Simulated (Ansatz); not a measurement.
Ideal-gas functions of `[CH2]1[AlH][Zn]1` at 600 K and 1 bar, from an Ansatz frequency run at PBE0-D4/def2-TZVP.

Molar mass 107.41 g/mol, point group C1 (symmetry number 1), electronic degeneracy 1, moments of inertia 37.843, 134.818, 169.014 u Å². Harmonic wavenumbers (cm⁻¹, unscaled): 123, 242, 337, 460, 562, 640, 715, 751, 1370, 1894, 3024, 3106.

Use S(trans) = R[1.5 ln M + 2.5 ln T − 1.1517]; rotational temperatures θ = 24.2544 K / I; S(rot) = R[ln(√π/σ · √(T³/θAθBθC)) + 1.5]; for each mode x = 1.438777 ν̃/T, S = R[x/(eˣ − 1) − ln(1 − e⁻ˣ)] and H = RT x/(eˣ − 1); 1 cm⁻¹ = 0.0119627 kJ/mol; R = 8.31446 J/(mol·K).

Question: By hand: the entropy, in J/(mol·K).

Answer: Translation 181.7. Rotation: θ = 0.6409, 0.1799, 0.1435 K, giving 114.1. Vibration, mode by mode: 18.50, 12.95, 10.31, 7.91, 6.44, 5.52, 4.78, 4.46, 1.38, 0.50, 0.05, 0.04, in all 72.8. Electronic 0.0. Sum 368.6 J/(mol·K).

Question: By hand: H − E and G − E in kJ/mol, counted from the electronic energy.

Answer: Zero-point energy ½ × 13224 × 0.0119627 = 79.1; thermal vibration 23.0; translation, rotation and pV give 4 RT = 20.0. H − E = 122.1 kJ/mol, and G − E = 122.1 − 600 × 368.6/1000 = -99.1 kJ/mol.

Vibration gives 20 % of the entropy, 18.5 J/(mol·K) of it from the mode under 150 cm⁻¹: soft modes count most, and the harmonic formula is weakest for them. The sum counts one conformer and one mirror image; others add a mixing term.
